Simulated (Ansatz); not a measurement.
A nudged elastic band was laid between two geometries of CH3AlClF2N (9 atoms, charge 0, multiplicity 1).

These are results of Ansatz, RKS PBE0-D4/def2-SVP, not measurements.

```json
{"movable images": "9", "climbing image": "yes", "spring": "2.0 to 10.0 eV/Å², energy-weighted", "optimiser": "quadratic models (default)", "start path": "through a guess of the saddle point", "force threshold": "0.03 eV/Å", "iteration limit": "54", "end points": "relaxed"}
```

First end point:

```xyz
9
Properties=species:S:1:pos:R:3
F -1.124 -0.921 1.532
C -0.718 -1.008 0.214
N 0.532 -0.382 -0.003
Al 0.779 1.333 -0.368
F 2.309 1.962 -0.332
Cl -0.836 2.516 -0.937
H -1.494 -0.521 -0.399
H -0.678 -2.082 -0.038
H 1.319 -0.942 0.314
```

Last end point:

```xyz
9
Properties=species:S:1:pos:R:3
F -0.836 -1.772 -0.796
C -0.731 -0.968 0.323
N 0.489 -0.252 0.354
Al 0.786 1.313 -0.420
F 2.333 1.889 -0.533
Cl -0.817 2.459 -1.090
H -0.831 -1.628 1.202
H -1.580 -0.264 0.299
H 1.277 -0.823 0.645
```

Question: What changes between the two ends?

Answer: No bond is made or broken. The dihedral H8–C2–N3–Al4 goes from 154 to -33°. The two ends are copies of one structure, up to a mirror image or an exchange of like atoms.

Question: Give the energies along the band, and the barrier.

Answer: It converged. The highest image is number 5 of 0 to 10, 27.4 kJ/mol above the ends, which have the same energy within 2 meV. Another band between the same ends (9 images) ends at a top of the same energy, where a vibrational analysis finds 1 clearly imaginary mode.

```
image  path coordinate (Å)  energy (kJ/mol)  dihedral H8–C2–N3–Al4 (°)
    0                 0.00              0.0                        154
    1                 0.89              5.5                        118
    2                 1.43             13.4                         96
    3                 1.84             20.3                         80
    4                 2.18             25.4                         69
    5                 2.50             27.4                         61
    6                 2.82             25.3                         52
    7                 3.16             20.2                         41
    8                 3.56             13.3                         25
    9                 4.10              5.4                          3
   10                 4.99              0.0                        -33
```

Question: What is the geometry of the highest image?

Answer: 
```xyz
9
Properties=species:S:1:pos:R:3
F -0.519 -2.075 1.109
C -0.754 -0.972 0.338
N 0.453 -0.191 0.273
Al 0.794 1.320 -0.559
F 2.299 2.000 -0.455
Cl -0.702 2.248 -1.673
H -1.588 -0.410 0.799
H -1.079 -1.320 -0.660
H 1.185 -0.646 0.812
```

Run time: 6.7 min on 2 threads of Arm Neoverse V1, with other jobs on the host, peak memory 0.24 GiB.
